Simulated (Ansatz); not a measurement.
Born–Oppenheimer molecular dynamics of C3H11NO2Si (18 atoms, charge 0, multiplicity 1). It starts from a relaxed structure.

These are results of RKS r2SCAN-D4/STO-3G (Ansatz), not measurements.

```yaml
ensemble: NVE (Milne-controlled integrator)
time_step: 0.5 fs
steps_asked: 117
starting_velocities_drawn_for: 400 K
seed: 184312
```

Frames 0.5 fs apart, positions in Å.

Velocities at 25 fs (Å/ps):

```
Si -0.32 0.07 1.49
N 4.24 -0.86 4.90
H -4.46 -15.95 -2.16
H 7.84 -8.01 -10.05
O -0.23 1.19 -2.60
C 6.23 1.15 -0.01
H -0.24 1.25 -4.28
H -12.65 -4.74 7.21
H -6.22 -3.62 25.77
O -1.49 2.26 0.04
C 1.77 0.26 -7.89
H -11.31 21.07 38.15
H -10.29 -18.10 -2.77
H 10.71 -1.12 8.35
C -7.14 -3.14 -3.86
H 9.90 1.27 -11.04
H -7.80 -1.46 22.92
H -8.35 5.41 -0.70
```

```xyz
18
Properties=species:S:1:pos:R:3 time_fs=25 energy_less_start_eV=0.404 T=205
Si 0.001 -0.117 -0.298
N 0.203 -0.277 1.392
H -0.436 -0.627 2.129
H 0.786 0.449 1.882
O 1.524 0.012 -1.050
C 2.433 -1.019 -0.627
H 2.252 -1.963 -1.185
H 3.434 -0.636 -0.857
H 2.334 -1.212 0.470
O -0.659 1.336 -0.881
C -2.095 1.437 -0.600
H -2.353 1.827 0.393
H -2.515 2.255 -1.203
H -2.709 0.566 -0.843
C -1.074 -1.575 -0.915
H -2.070 -1.642 -0.451
H -1.102 -1.527 -2.006
H -0.573 -2.549 -0.722
18
Properties=species:S:1:pos:R:3 time_fs=25.5 energy_less_start_eV=0.400 T=207
Si 0.001 -0.117 -0.298
N 0.205 -0.278 1.395
H -0.439 -0.635 2.127
H 0.790 0.445 1.876
O 1.524 0.013 -1.051
C 2.436 -1.018 -0.627
H 2.252 -1.962 -1.187
H 3.428 -0.638 -0.853
H 2.331 -1.214 0.483
O -0.659 1.337 -0.881
C -2.094 1.437 -0.604
H -2.359 1.836 0.413
H -2.520 2.246 -1.206
H -2.704 0.564 -0.839
C -1.078 -1.577 -0.917
H -2.065 -1.641 -0.457
H -1.107 -1.528 -1.995
H -0.578 -2.546 -0.722
18
Properties=species:S:1:pos:R:3 time_fs=26 energy_less_start_eV=0.427 T=194
Si 0.001 -0.117 -0.297
N 0.207 -0.278 1.398
H -0.442 -0.644 2.123
H 0.793 0.440 1.869
O 1.524 0.014 -1.052
C 2.439 -1.018 -0.626
H 2.253 -1.962 -1.188
H 3.425 -0.641 -0.850
H 2.330 -1.216 0.494
O -0.660 1.338 -0.881
C -2.093 1.438 -0.608
H -2.363 1.844 0.433
H -2.524 2.238 -1.211
H -2.699 0.561 -0.834
C -1.081 -1.579 -0.919
H -2.061 -1.640 -0.463
H -1.113 -1.528 -1.986
H -0.582 -2.542 -0.722
18
Properties=species:S:1:pos:R:3 time_fs=26.5 energy_less_start_eV=0.464 T=176
Si 0.000 -0.117 -0.296
N 0.210 -0.278 1.401
H -0.446 -0.653 2.117
H 0.796 0.434 1.863
O 1.524 0.015 -1.054
C 2.441 -1.017 -0.626
H 2.254 -1.963 -1.190
H 3.425 -0.643 -0.847
H 2.329 -1.219 0.502
O -0.661 1.339 -0.881
C -2.092 1.438 -0.612
H -2.366 1.848 0.452
H -2.528 2.232 -1.218
H -2.695 0.555 -0.829
C -1.084 -1.581 -0.920
H -2.057 -1.638 -0.470
H -1.121 -1.527 -1.979
H -0.587 -2.537 -0.720
18
Properties=species:S:1:pos:R:3 time_fs=27 energy_less_start_eV=0.491 T=163
Si 0.000 -0.117 -0.296
N 0.212 -0.278 1.404
H -0.450 -0.662 2.110
H 0.799 0.430 1.856
O 1.523 0.016 -1.055
C 2.444 -1.017 -0.625
H 2.257 -1.964 -1.190
H 3.428 -0.646 -0.844
H 2.329 -1.222 0.507
O -0.662 1.341 -0.881
C -2.091 1.440 -0.615
H -2.367 1.850 0.468
H -2.532 2.226 -1.227
H -2.691 0.548 -0.824
C -1.086 -1.582 -0.921
H -2.056 -1.636 -0.477
H -1.130 -1.526 -1.976
H -0.591 -2.531 -0.718
18
Properties=species:S:1:pos:R:3 time_fs=27.5 energy_less_start_eV=0.492 T=162
Si -0.001 -0.118 -0.295
N 0.215 -0.278 1.407
H -0.453 -0.671 2.101
H 0.803 0.426 1.850
O 1.523 0.017 -1.056
C 2.445 -1.017 -0.624
H 2.260 -1.964 -1.190
H 3.435 -0.648 -0.842
H 2.331 -1.225 0.509
O -0.664 1.342 -0.881
C -2.090 1.441 -0.617
H -2.366 1.848 0.480
H -2.535 2.222 -1.239
H -2.688 0.539 -0.818
C -1.088 -1.584 -0.922
H -2.057 -1.634 -0.483
H -1.141 -1.524 -1.977
H -0.595 -2.527 -0.716
18
Properties=species:S:1:pos:R:3 time_fs=28 energy_less_start_eV=0.463 T=176
Si -0.001 -0.118 -0.294
N 0.217 -0.279 1.410
H -0.457 -0.679 2.090
H 0.808 0.423 1.845
O 1.522 0.018 -1.058
C 2.447 -1.017 -0.623
H 2.263 -1.965 -1.190
H 3.445 -0.649 -0.840
H 2.334 -1.228 0.507
O -0.665 1.344 -0.881
C -2.089 1.443 -0.620
H -2.363 1.843 0.487
H -2.538 2.219 -1.253
H -2.685 0.529 -0.812
C -1.089 -1.585 -0.923
H -2.061 -1.631 -0.488
H -1.153 -1.521 -1.981
H -0.598 -2.523 -0.713
18
Properties=species:S:1:pos:R:3 time_fs=28.5 energy_less_start_eV=0.412 T=201
Si -0.002 -0.119 -0.294
N 0.220 -0.279 1.413
H -0.460 -0.687 2.079
H 0.814 0.422 1.842
O 1.522 0.019 -1.059
C 2.448 -1.017 -0.621
H 2.268 -1.966 -1.188
H 3.457 -0.651 -0.838
H 2.337 -1.231 0.502
O -0.666 1.345 -0.881
C -2.088 1.445 -0.621
H -2.359 1.836 0.488
H -2.541 2.217 -1.268
H -2.681 0.518 -0.805
C -1.090 -1.587 -0.923
H -2.067 -1.628 -0.492
H -1.167 -1.518 -1.989
H -0.601 -2.521 -0.709
18
Properties=species:S:1:pos:R:3 time_fs=29 energy_less_start_eV=0.352 T=230
Si -0.003 -0.120 -0.293
N 0.222 -0.280 1.415
H -0.463 -0.695 2.066
H 0.821 0.422 1.841
O 1.521 0.021 -1.061
C 2.449 -1.017 -0.619
H 2.273 -1.966 -1.186
H 3.470 -0.652 -0.836
H 2.342 -1.233 0.494
O -0.667 1.347 -0.881
C -2.088 1.447 -0.622
H -2.353 1.825 0.485
H -2.543 2.215 -1.284
H -2.677 0.507 -0.798
C -1.091 -1.588 -0.924
H -2.076 -1.625 -0.495
H -1.180 -1.515 -2.000
H -0.603 -2.520 -0.704
18
Properties=species:S:1:pos:R:3 time_fs=29.5 energy_less_start_eV=0.301 T=254
Si -0.004 -0.120 -0.293
N 0.225 -0.280 1.418
H -0.466 -0.702 2.054
H 0.828 0.423 1.842
O 1.520 0.022 -1.062
C 2.450 -1.017 -0.617
H 2.278 -1.966 -1.184
H 3.484 -0.654 -0.834
H 2.347 -1.236 0.483
O -0.669 1.348 -0.881
C -2.087 1.450 -0.623
H -2.345 1.812 0.476
H -2.544 2.213 -1.300
H -2.673 0.497 -0.791
C -1.092 -1.589 -0.924
H -2.087 -1.621 -0.497
H -1.194 -1.512 -2.012
H -0.603 -2.522 -0.699
18
Properties=species:S:1:pos:R:3 time_fs=30 energy_less_start_eV=0.274 T=267
Si -0.005 -0.121 -0.292
N 0.227 -0.281 1.421
H -0.468 -0.709 2.042
H 0.836 0.426 1.845
O 1.520 0.023 -1.063
C 2.451 -1.018 -0.615
H 2.285 -1.966 -1.181
H 3.497 -0.656 -0.831
H 2.353 -1.239 0.472
O -0.670 1.350 -0.881
C -2.087 1.452 -0.623
H -2.335 1.797 0.463
H -2.544 2.212 -1.316
H -2.667 0.489 -0.783
C -1.092 -1.590 -0.924
H -2.098 -1.617 -0.499
H -1.209 -1.508 -2.023
H -0.603 -2.525 -0.694
18
Properties=species:S:1:pos:R:3 time_fs=30.5 energy_less_start_eV=0.280 T=264
Si -0.006 -0.122 -0.292
N 0.229 -0.281 1.423
H -0.471 -0.715 2.031
H 0.844 0.428 1.850
O 1.519 0.025 -1.065
C 2.451 -1.018 -0.613
H 2.291 -1.967 -1.178
H 3.508 -0.659 -0.829
H 2.360 -1.241 0.460
O -0.671 1.352 -0.881
C -2.088 1.454 -0.623
H -2.325 1.782 0.446
H -2.544 2.209 -1.331
H -2.661 0.481 -0.776
C -1.092 -1.590 -0.924
H -2.110 -1.614 -0.500
H -1.223 -1.506 -2.034
H -0.602 -2.529 -0.689
```

Of the whole run (58 fs, mean temperature of the second half 189 K): The conserved energy stayed within 0.026 meV per atom of its start (net change 0.00089 meV per atom), so the integration is sound. Over the second half the temperature averaged 0.47 of the 400 K drawn at the start: a run that starts near a minimum puts about half its kinetic energy into the potential. A run of 0.059 ps of so small a system gives no equilibrium averages. Limits of this set-up: minimal basis.

The run took 15 min on 1 thread of Intel(R) Xeon(R) Platinum 8259CL CPU @ 2.50GHz (Skylake/Cascade Lake), on a shared host, peak memory 0.16 GiB.
